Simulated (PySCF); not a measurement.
[(OH)3Si]2NH.
Cartesian coordinates in Å at the PBE0-D3(BJ)/def2-SVP level; atoms count from 1:
```xyz
16
H7NO6Si2 angstrom
Si     1.1833    0.8710    0.7202
O      0.7927    2.2388    1.5585
O      1.6443    1.0820   -0.8411
O      2.4667    0.2320    1.5487
N     -0.2543   -0.0990    0.7330
Si    -1.1346   -0.8139   -0.5449
O     -2.7613   -0.6990   -0.2697
O     -0.6095   -0.0168   -1.9138
O     -0.8835   -2.4167   -0.8470
H      1.5484    2.6931    1.9428
H      0.9322    0.8867   -1.4751
H      3.0157   -0.3689    1.0375
H     -0.6646   -0.2227    1.6555
H     -3.0827    0.1611    0.0158
H     -0.6583   -0.5467   -2.7164
H     -1.5689   -3.0150   -0.5376
```

The calculation used TDDFT wB97X-D/def2-SVPD, vertical, gas phase, core orbitals frozen in the response in PySCF 2.14.0, density-fitted response routines.

Transition dipole moments from the ground state, in atomic units and in the frame of the coordinates above (overall signs are arbitrary), for the states with f of 0.002 or more among the lowest 7:

```
state  E (eV)      μx      μy      μz
   S1   7.197  -0.258   0.219  -0.027
   S2   8.106   0.025   0.219   0.163
   S3   8.269  -0.333  -0.103  -0.059
   S4   8.389   0.236  -0.097  -0.159
   S5   8.569  -0.110   0.219  -0.448
   S6   8.681  -0.375  -0.498   0.030
   S7   8.756  -0.141   0.106  -0.072
```

Question: What oscillator strength does each state have?

Answer: f = (2/3) ΔE |μ|² with ΔE in hartree (27.2114 eV).

```tsv
state	|μ|² (au)	|μ| (D)	f
S1	0.115	0.86	0.020
S2	0.075	0.70	0.015
S3	0.125	0.90	0.025
S4	0.090	0.76	0.019
S5	0.261	1.30	0.055
S6	0.390	1.59	0.083
S7	0.036	0.48	0.008
```

Question: Which bond between heavy atoms lies closest to the direction of the S6 transition dipole?

Answer: Si1–N5, at 19° from it; next Si6–O9 at 48°.

Question: What angle do the transition dipoles of S1 and S6 make?

Answer: |cos θ| = |μa·μb| / (|μa| |μb|) = 0.06, so θ ≈ 86° (taken between 0 and 90°, since the signs are arbitrary).

One conformer stands for the species.
